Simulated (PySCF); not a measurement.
**Telling isomers of C8H6O2 apart by NMR**

Computed data (PySCF 2.14): structure optimised with GFN2-xTB, GIAO PBE0/pcSseg-1 shieldings. Non-relativistic, one averaged value for each set of equivalent atoms, isolated molecule, one computed conformer.

Scale: ¹H, ¹³C vs TMS (reference shieldings calculated alike). Where no couplings were computed, multiplicities follow the n + 1 count of equivalent neighbours, and m marks all less simple cases (inequivalent or close neighbours, rings, F or P nearby). Shifts are as computed. Against solution values, carbons near 30 ppm lie about +3 ppm off and those near 130 ppm about +5 ppm. Of 1211 compounds with measured shifts, 218 miss one by over three times the rms of a fit or turn the order of signals round; such compounds aren't used in these exercises.

(1) Tabulate the signals of `c1coc(-c2ccco2)c1`, `O=C1OCc2ccccc21` and their relative energies.

(2) What is the quickest way to tell c1coc(-c2ccco2)c1 from O=C1OCc2ccccc21?

Results:

(1) 
| SMILES | carbon types | δC | δH | E rel. (kcal/mol) |
| --- | --- | --- | --- | --- |
| c1coc(-c2ccco2)c1 | 2×C 6×CH | 153.7, 146.0, 118.6, 112.3 | 7.50 (m, 2H), 6.99 (m, 2H), 6.74 (m, 2H) | 39.6 |
| O=C1OCc2ccccc21 | 3×C 4×CH 1×CH2 | 174.4, 154.1, 138.3, 133.8, 133.6, 133.1, 126.9, 71.5 | 8.36 (d, 1H), 7.90 (m, 1H), 7.84 (m, 1H), 7.69 (d, 1H), 5.44 (s, 2H) | 0.0 |

Energies are electronic energies at PBE0/pcSseg-1 on these geometries, without zero-point or thermal terms, each for the one conformer computed, which needn't be the lowest.

(2) Count the carbon signals: 4 against 8. The first has an aromatic CH at 112.3 ppm, the second an sp3 CH2 bonded to O, on an aromatic ring at 71.5 ppm. Their most deshielded carbons lie at 153.7 and 174.4 ppm. In the proton spectra the most deshielded non-exchanging signals are 7.50 (m, 2H) and 8.36 (d, 1H).
